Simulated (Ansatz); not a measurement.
`FC(F)(F)C[O][Hf]([Cl])([Cl])[Cl]`, charge 0, multiplicity 1.

Give a relaxed structure at PBE0-D4/def2-TZVP (Ansatz 0.2.0). (Estimate.)

Ansatz gave: 
```xyz
12

F     0.406    2.185    0.047
C    -0.177    1.502    1.034
F    -0.905    2.357    1.758
F     0.790    1.016    1.815
C    -1.071    0.399    0.499
O    -0.340   -0.497   -0.253
Hf    0.832   -1.601   -1.243
Cl    0.766   -3.746   -0.323
Cl    2.992   -0.734   -1.125
Cl    0.094   -1.648   -3.458
H    -1.534   -0.100    1.356
H    -1.853    0.867   -0.106
```
Point group Cs.
This is one stationary point; other conformers may exist.
